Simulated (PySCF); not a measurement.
**What went wrong, or what changed?**

The sound run of [TaO2(H2O)2]+ (singlet; a saddle point, relaxed within its symmetry) uses PySCF 2.14.0, RKS BP86, Ta def2-SVP with ECP60, O def2-SVP, H def2-SVP; non-relativistic Hamiltonian with scalar-relativistic core potentials where named; density fitting; no spin-orbit coupling, grid (50, 194), threshold 1e-8 and 55 cycles at the relaxed geometry. This run, with dm0 from free metal ions and neutral atoms, differs:

```python
mol = gto.M(atom='''
Ta     0.20095     0.20095    -0.00000
O      1.92181    -0.00256     0.00000
O     -0.00256     1.92181    -0.00000
O     -2.21168    -0.11061    -0.00000
H     -2.75899     0.15290     0.77143
H     -2.75899     0.15290    -0.77143
O     -0.11061    -2.21168     0.00000
H      0.15290    -2.75899     0.77143
H      0.15290    -2.75899    -0.77143''',
    basis={'Ta': 'def2-SVP', 'O': 'def2-SVP', 'H': 'def2-SVP'},
    ecp={'Ta': 'def2-SVP'},
    charge=1, spin=0)
mf = dft.RKS(mol, xc='B88,P86')
mf.grids.atom_grid = (50, 194)
mf = mf.density_fit()  # fitting sets: Ta def2-universal-JKFIT, O def2-universal-JKFIT, H def2-universal-JKFIT
mf.conv_tol = 1e-08; mf.max_cycle = 5
mf.kernel(dm0)
```

**Question.** What was changed, and how did it end?

**Answer.** The cycle limit was cut. The SCF did not converge. These settings are unsound on purpose: the numbers aren't the compound's.
```
init E= -359.893812773283
cycle= 1 E= -359.263112477001  delta_E= 0.631  |g|= 1.92  |ddm|= 3.47
cycle= 2 E= -346.076620804068  delta_E= 13.2  |g|=  6.2  |ddm|=  6.7
cycle= 3 E= -359.519119432271  delta_E= -13.4  |g|= 1.48  |ddm|= 6.48
cycle= 4 E= -359.971346302924  delta_E= -0.452  |g|= 0.564  |ddm|= 1.47
cycle= 5 E= -360.019490180712  delta_E= -0.0481  |g|= 0.177  |ddm|= 0.412
SCF not converged.
```

Run from Python with OMP_NUM_THREADS=2; the lines above give its settings.
It took 1.3 s on 2 threads of Arm Neoverse V2 (shared host).
